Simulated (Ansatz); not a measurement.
Ligand exchange: GeH3I + HI → GeH2I2 + H2

Species: GeH3I `[GeH3][I]`, singlet; HI, singlet; GeH2I2 `[I][GeH2][I]`, singlet; H2 (hydrogen), singlet. The partners trade H for I: Ge–H and H–I bonds give way to Ge–I and H–H.

Shapes, held fixed at every level: PBE0-D4/def2-TZVP. Programs: Ansatz 0.2.0. The zero-point and thermal change to 298 K, harmonic and unscaled (PBE0-D4/def2-TZVP), is -1.5 kJ/mol.

```json
{"level": "SPW92/def2-TZVPP", "kind": "LDA", "ΔH(298 K) (kJ/mol)": "-56.7", "less CCSD(T)/def2-TZVPP": "+0.9"}
{"level": "PBE-D4/def2-TZVPP", "kind": "GGA", "ΔH(298 K) (kJ/mol)": "-68.1", "less CCSD(T)/def2-TZVPP": "-10.5"}
{"level": "r2SCAN0-D4/def2-TZVPP", "kind": "global hybrid", "ΔH(298 K) (kJ/mol)": "-65.7", "less CCSD(T)/def2-TZVPP": "-8.1"}
{"level": "wB97X-V/def2-TZVPP", "kind": "range-separated hybrid", "ΔH(298 K) (kJ/mol)": "-58.9", "less CCSD(T)/def2-TZVPP": "-1.3"}
{"level": "MP2/def2-SVP", "kind": "perturbation theory", "ΔH(298 K) (kJ/mol)": "-58.2", "less CCSD(T)/def2-TZVPP": "-0.6"}
{"level": "MP2/def2-TZVPP", "kind": "perturbation theory", "ΔH(298 K) (kJ/mol)": "-72.7", "less CCSD(T)/def2-TZVPP": "-15.1"}
{"level": "CCSD(T)/def2-SVP", "kind": "coupled cluster or CI", "ΔH(298 K) (kJ/mol)": "-46.5", "less CCSD(T)/def2-TZVPP": "+11.1"}
{"level": "CCSD(T)/def2-TZVPP", "kind": "coupled cluster or CI", "ΔH(298 K) (kJ/mol)": "-57.6", "less CCSD(T)/def2-TZVPP": "0.0"}
```

The highest level, CCSD(T)/def2-TZVPP, gives ΔH(298 K) = -57.6 kJ/mol; the levels span -72.7 to -46.5. The column of differences is taken from that level and isn't an error. No measured value is set beside it here. For atoms past krypton def2 sets carry core potentials with scalar relativity. Relativity is left out for Ge unless named. Correlated rows may include outer-core shells of Ge, I, which these sets cover unevenly.
